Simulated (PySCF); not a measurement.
From orbital energies to excitation energies

Species: SiCl2(SBu)2, C₈H₁₈Cl₂S₂Si.
SMILES: `CCCCS[Si](Cl)(Cl)SCCCC`

Method: TDDFT B3LYP/def2-SVPD, vertical, gas phase, core orbitals frozen in the response (PySCF 2.14.0, density-fitted response routines). The structure is a single PBE0-D3(BJ)/def2-SVP conformer in the gas phase; no vibrational or solvent corrections.

Orbital energies (eV): HOMO-3 -8.80, HOMO-2 -8.36, HOMO-1 -7.12, HOMO -7.08, LUMO -0.75, LUMO+1 -0.24, LUMO+2 -0.13.

Among the lowest singlets, which states do these configurations lead, and at what energies: HOMO-1→LUMO, HOMO-1→LUMO+1, HOMO→LUMO, HOMO-1→LUMO+2?

| state | leading configuration | weight | Δε (eV) | E (eV) | E − Δε (eV) | f | other configurations |
| --- | --- | --- | --- | --- | --- | --- | --- |
| S1 | HOMO-1→LUMO | 0.90 | 6.37 | 5.27 | -1.09 | 0.0065 | – |
| S2 | HOMO→LUMO | 0.74 | 6.33 | 5.40 | -0.93 | 0.011 | H→L+1 (19%) |
| S4 | HOMO-1→LUMO+1 | 0.70 | 6.88 | 5.93 | -0.95 | 0.0031 | H→L+2 (12%) |
| S6 | HOMO-1→LUMO+2 | 0.82 | 6.99 | 6.18 | -0.82 | 0.026 | – |

E − Δε runs from -1.09 to -0.82 eV. By orbital difference alone the order would be S2, S1, S4, S6. Δε is the difference of the two orbital energies.

H and L stand for HOMO and LUMO. The other states: S3 5.78 eV, f 0.011, H→L+1 (55%), H→L+2 (22%), H→L (20%); S5 6.05 eV, f 0.041, H→L+2 (58%), H→L+1 (17%), H-1→L+1 (13%); S7 6.69 eV, f 0.012, H→L+3 (52%), H→L+4 (12%), H-1→L+4 (9%); S8 6.70 eV, f 0.018, H-1→L+4 (39%), H-1→L+3 (34%), H→L+3 (10%); S9 6.76 eV, f 0.032, H-2→L (44%), H→L+4 (13%), H→L+5 (10%); S10 6.80 eV, f 0.0097, H-1→L+3 (44%), H-1→L+4 (25%).

Pair triplets and singlets of the same leading configuration (75% or more in both) and give the splittings.

| configuration | triplet | E(T) (eV) | singlet | E(S) (eV) | E(S) − E(T) (eV) |
| --- | --- | --- | --- | --- | --- |
| HOMO-1→LUMO | T1 | 4.98 | S1 | 5.27 | +0.29 |

The 4 triplets are Tamm–Dancoff values, the singlets full response.

Summed over the main configurations (up to three a state, each over 8%) of all 10 singlets, the electron leaves HOMO-1 with weight 4.05, HOMO with weight 3.76 and HOMO-2 with weight 0.45.
